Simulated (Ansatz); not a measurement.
Relaxing a trial structure of NO2Si

The starting geometry of this gas-phase doublet was optimised with GFN2-xTB; its bonds are those of `O=N[Si]=O`.

```xyz
4

N    -0.4511   -0.9279   -0.8945
O    -0.3188   -0.2579   -1.9306
O     0.7105   -2.4664    1.5049
Si    0.4645   -1.6676    0.2635
```

Question: Predict what becomes of its bonds when it is optimised with PBE0-D3(BJ)/def2-SVP.

Answer: It loosens into OSi + NO, which stay close as a complex. Contacts that open: N1–Si4 (1.65 → 3.11 Å).

The energy falls by 1.11 eV over 15 steps:

```
step  E − E(last) (eV)
   1             1.114
   3             0.595
   4             0.376
   6             0.175
   7             0.110
   9             0.007
  10             0.002
  12             0.000
  13             0.000
  15             0.000
```

Final geometry (Å):

```xyz
4

N    -0.8677   -0.7231   -1.2223
O    -0.5619   -0.1214   -2.1406
O     0.4925   -2.5818    1.6844
Si    1.3423   -1.8936    0.6218
```

No frequencies were run, so the end isn't proven a minimum. Open shells are spin-unrestricted. Run with Ansatz 0.2.0, 3 min on 1 thread of AMD EPYC (Zen 3) (shared host).
